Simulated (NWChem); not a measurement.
tert-butyl chloride (C₄H₉Cl)

```
C
C 1 1.5202
H 2 1.0994 1 110.95
H 2 1.0994 3 108.33 1 -122.02
H 2 1.1024 3 108.39 4 -117.41
C 1 1.5202 2 111.77 3 -177.20
H 6 1.0994 1 110.95 2 177.20
H 6 1.0994 7 108.33 1 122.02
H 6 1.1024 7 108.39 8 117.41
C 1 1.5202 2 111.76 3 56.70
H 10 1.0994 1 110.95 2 -56.70
H 10 1.0994 11 108.34 1 122.03
H 10 1.1024 11 108.39 12 117.41
Cl 1 1.8310 2 107.07 3 -60.26
```
Charge 0, spin multiplicity 1.

Program: NWChem. The geometry was optimised at PBE0/def2-SVP, held to Cs symmetry and with no frequency check, so it may be a saddle point.

The correlated methods keep 9 core orbitals frozen. The stability of the SCF solutions was not checked. Open-shell Hartree-Fock references start from PBE0 orbitals.

Worked example. At MP2/def2-SVP the parent has a total energy of -616.68533 Ha and the doublet with one electron less, at the same geometry, -616.29594 Ha. The vertical ionisation energy is their difference.

ΔE = -616.29594 − (-616.68533) = 0.38939 Ha. Times 27.2114 eV/Ha this is 10.60 eV, or 1022 kJ/mol; λ = 1239.84/10.60 = 117.0 nm. No relaxation of the ion's geometry and no zero-point term enter.
